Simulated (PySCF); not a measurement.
## CsK⁺: one state, many levels of theory

State: ²Σ⁺ (doublet), unpaired electrons σ ↑. Set-up: basis Cs def2-SVP with ECP46, K def2-SVP; scalar-relativistic core potentials; PySCF 2.14. De refers to Cs⁺ + K in their ground configurations, without counterpoise correction. The functionals are run spin-unrestricted. A positive dipole points towards K; it is taken about the centre of mass and depends on that origin. Levels whose curve was spin-contaminated or gave no clean fit are not listed.

```tsv
Level	Re (Å)	ωe (cm⁻¹)	De (eV)	μ (D)	CPU s a point (SCF and correlation, without the integrals)
UHF	5.309	45.4	0.494	4.22	0.076
UHF-MP2	5.096	47.4	0.54	n/a	0.12
UHF-SCS-MP2	5.132	47.0	0.54	n/a	n/a
UHF-CCSD	5.076	47.8	0.56	n/a	n/a
UHF-CCSD(T)	5.069	47.8	0.56	n/a	3.2
LDA	4.852	48.0	0.62	4.58	0.17
PBE	5.026	44.5	0.60	4.67	0.29
r²SCAN	4.984	49.2	0.56	4.38	0.36
PBE0	5.024	47.1	0.58	4.51	0.56
ωB97X	5.175	45.3	0.52	4.43	0.39
B2PLYP	5.033	46.8	0.53	4.14	0.27
```

Question: Which functional lies closest to UHF-CCSD(T) in De, which farthest, and by how much do they differ from it?

Answer: Closest is r²SCAN (-8.5 pm in Re, +2.9 % in ωe, +0.00 eV in De against UHF-CCSD(T) in the same basis), farthest LDA (-21.7 pm in Re, +0.4 % in ωe, +0.06 eV in De). CCSD(T) converges more slowly with the basis than the functionals do and binds too weakly in this one, so the order can change at the basis-set limit.

Question: What does a quarter of exact exchange do here, going from PBE to PBE0?

Answer: PBE0 less PBE: -0.2 pm in Re, +5.8 % in ωe, -0.02 eV in De. Exact exchange removes part of the self-interaction that spreads semilocal densities, and in most molecules shortens and stiffens the bond and lowers De; so it does here.

Question: What does the step from GGA to meta-GGA do here, going from PBE to r²SCAN?

Answer: r²SCAN less PBE: -4.2 pm in Re, +10.6 % in ωe, -0.04 eV in De. 

Correlated steps freeze 5 core orbitals. Correlated levels converge slowly with the basis: in double zeta they bind strong bonds too weakly, by up to about 1 eV, and carry superposition errors of some tenths. Spin–orbit coupling is left out. For an ion De counts to the pair picked by the measured ionisation energies or electron affinities, which need not be the lowest pair at this level. B2PLYP dipoles, levels and charges come from its SCF part alone. The state was picked by a PBE0 search and need not be the measured ground state.

The whole job (state search and all levels along the bond) took about 1 min on 1 thread of Intel Xeon Platinum 8488C (shared host), peak memory 0.55 GiB.
